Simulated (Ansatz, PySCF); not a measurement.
Pair of molecules: SiH4 (SMILES [SiH4]) (first 5 atoms) with ClH3Si (SMILES [SiH3]Cl); geometry from B3LYP-D3(BJ)/def2-TZVP.
(charge 0, multiplicity 1):
```xyz
10

Si     0.04874     0.00567     0.02379
H      0.53973    -1.38820     0.05791
H      0.06935     0.50378    -1.37127
H      0.92633     0.86328     0.85211
H     -1.33320     0.06925     0.54634
Si     0.13680     1.01732     4.02224
Cl     0.02365    -1.00042     3.58068
H     -0.86006     1.73101     3.20239
H      1.49957     1.48766     3.71077
H     -0.15494     1.18849     5.45893
```

Monomers are frozen at their geometry in the pair; levels with a basis set take the counterpoise correction. Rows marked so take none.

Rows in STO-3G carry no dispersion term and start afresh at each structure.

The values were computed with Ansatz (a program for electronic structure); PySCF for STO-3G rows, the dispersion terms. Each number belongs to the level named beside it.

Problem. One of these levels gives -0.94 kcal/mol for the interaction energy. Which?
A. PBE0-D3(BJ)/def2-TZVPPD
B. r2SCAN-D3(BJ)/def2-TZVPPD
C. r2SCAN/def2-TZVPPD
D. HF/STO-3G (no counterpoise)

Solution. C, r2SCAN/def2-TZVPPD. The others give 0.54 (HF/STO-3G (no counterpoise)), -1.58 (r2SCAN-D3(BJ)/def2-TZVPPD), -1.90 (PBE0-D3(BJ)/def2-TZVPPD)
